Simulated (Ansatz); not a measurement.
Start from `N[SiH]([SiH3])[SnH3]` and change one atom or group to get `N[SiH2][SiH3]`.

Ansatz, PBE0-D4/def2-TZVP geometries, multiplicity 1. Each molecule was computed in one conformer, which needn't be the lowest.

Elements past krypton have def2 core potentials.

| property | `N[SiH]([SiH3])[SnH3]` |
| --- | --- |
| HOMO energy (PBE/def2-TZVPP) / eV | -5.75 |
| size of the dipole moment (ωB97M-V/def2-TZVPP) / D | 1.64 |
| LUMO energy (ωB97M-V/def2-TZVPP) / eV | 1.05 |
| size of the dipole moment (B3LYP/def2-TZVPP) / D | 1.66 |
| HOMO energy (B3LYP/def2-TZVPP) / eV | -6.69 |
| size of the dipole moment (PBE/def2-TZVPP) / D | 1.66 |

Give the same properties after the change, and the shifts. (An estimate is asked.)

Computed: 
```
                                          property  `N[SiH2][SiH3]`  shift
                 HOMO energy (PBE/def2-TZVPP) / eV            -6.00  -0.25
size of the dipole moment (ωB97M-V/def2-TZVPP) / D             1.47  -0.17
             LUMO energy (ωB97M-V/def2-TZVPP) / eV             1.50   0.45
  size of the dipole moment (B3LYP/def2-TZVPP) / D             1.45  -0.21
               HOMO energy (B3LYP/def2-TZVPP) / eV            -7.13  -0.44
    size of the dipole moment (PBE/def2-TZVPP) / D             1.48  -0.18
```

With PBE0 the HOMO falls by 0.46 eV and the LUMO rises by 0.44 eV, so the gap widens by about 0.90 eV. PBE moves the HOMO by -0.25 eV and ωB97M-V by -0.69 eV. Dipoles are sizes alone; their direction can turn.

B3LYP here is the variant with VWN-RPA as its local correlation; programs differ in this.
